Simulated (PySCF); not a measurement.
# MB for M along the alkali metals

PBE0 with double-zeta basis sets in PySCF, for the lowest determinant that a PBE0 search found; no spin–orbit coupling. De refers to high-spin ground-configuration atoms. A positive dipole means M(−)B(+).

```csv
M,basis,state (unpaired electrons),Re (Å),ωe (cm⁻¹),De (eV),μ (D)
Li,def2-SVPD,"triplet (σ ↑, π ↑)",2.130,564,1.45,-5.78
Na,def2-SVP,"triplet (σ ↑, π ↑)",2.490,328,0.97,-5.98
K,x2c-SVPall,"triplet (σ ↑, π ↑)",2.870,270,0.94,-7.57
Rb,def2-SVPD,"triplet (σ ↑, π ↑)",3.034,242,0.94,-8.04
```

The shortest bond is that of LiB (2.130 Å), the longest that of RbB (3.034 Å).

The rows differ in basis set, which adds steps of its own.

Relativity is treated differently too: Li no relativity; Na no relativity; K spin-free X2C; Rb scalar-relativistic core potentials.

Down a group bonds as a rule get longer and wavenumbers fall, partly through the reduced mass; this series shows no clear exception.

Spin–orbit coupling is left out. States were picked by a PBE0 search and need not be the measured ground states.
